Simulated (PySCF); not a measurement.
Ge(H)(F)2(vinyl) (C2H4F2Ge), SMILES C=[CH][GeH]([F])[F]. Geometry: PBE-D3(BJ)/def2-SVP. The values are those of a single conformer.

Computed equilibrium geometry at PBE-D3(BJ)/def2-SVP (PySCF confirms it by a frequency run) as a Z-matrix (one conformer of several):
```
C
C 1 1.3459
H 2 1.1028 1 121.25
H 2 1.1036 3 117.02 1 -179.77
H 1 1.1037 2 121.08 3 -179.78
Ge 1 1.9320 5 119.23 2 -179.55
F 6 1.7538 1 109.91 5 66.91
F 6 1.7558 7 104.94 1 -113.37
H 6 1.5451 7 106.47 8 -114.23
```
